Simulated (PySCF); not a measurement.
TaOF2, SMILES [F][Ta+](=[O])[F], charge +1, multiplicity 1. Atoms are numbered in the order given.

```xyz
4

Ta    -0.1840    -0.0359     0.0000
O      0.6146    -1.5196     0.0000
F      0.4729     0.8211     1.4659
F      0.4729     0.8211    -1.4659
```
Charge +1, spin multiplicity 1.

The structure is a stationary point at r2SCAN-D4/def2-TZVP. The spin state was assumed, not searched. The isomer is the one that the SMILES or the coordinates give; other isomers of the formula were not compared. The def2 effective core potentials stand for the cores of Ta; spin–orbit coupling is left out.

Level of theory: r2SCAN-D4/def2-TZVP run with PySCF.

Frequencies are harmonic and unscaled.

```
mode  ν (cm⁻¹)  IR (km/mol)  moving atoms (share of kinetic energy)
----  --------  -----------  --------------------------------------
1          174         15.1                         F 84 %, Ta 13 %
2          253          9.9                 F 49 %, O 40 %, Ta 12 %
3          289          4.5                          O 61 %, F 34 %
4          756        118.9                         F 87 %, Ta 13 %
5          768         61.9                                  F 92 %
6         1066         65.2                          O 91 %, Ta 8 %
```
